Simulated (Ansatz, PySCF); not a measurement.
Bond stretch in Al2, triplet. Each curve is given relative to its own lowest point near equilibrium.

```
R / Å      A      B      C
-----  -----  -----  -----
2.63     1.2    3.7    3.6
2.73     0.0    0.0    0.0
2.81     1.9    0.0    0.1
2.87     4.7    1.3    1.4
3.07    19.0   11.0   11.4
3.15    28.1   16.3   16.9
3.36    53.6   32.0   34.0
3.65    76.1   53.9   59.8
4.17    95.1   85.3   92.1
4.51   101.0   98.8  102.2
4.90   105.3  108.2  108.4
5.43   108.6  114.4  112.8
6.04   110.6  117.3  115.2
6.74   111.6  118.7  116.5
7.45   112.1  119.3  117.0
8.36   112.3  119.7  117.4
```

Energies in kJ/mol.

### Question
Assign the columns to these levels of theory: CCSD(T) on UHF/aug-cc-pVDZ, frozen core (Ansatz, an electronic-structure program); CCSDT on UHF/aug-cc-pVDZ, frozen core (Ansatz); PySCF 2.14.0 with unrestricted MP2 (frozen core)/6-31G*, spherical d.

### Answer
A is UMP2/6-31G*; B is UCCSDT; C is UCCSD(T).

The scan ran from 2.15 to 8.36 Å; beyond the distances shown full CI changes its symmetry label.
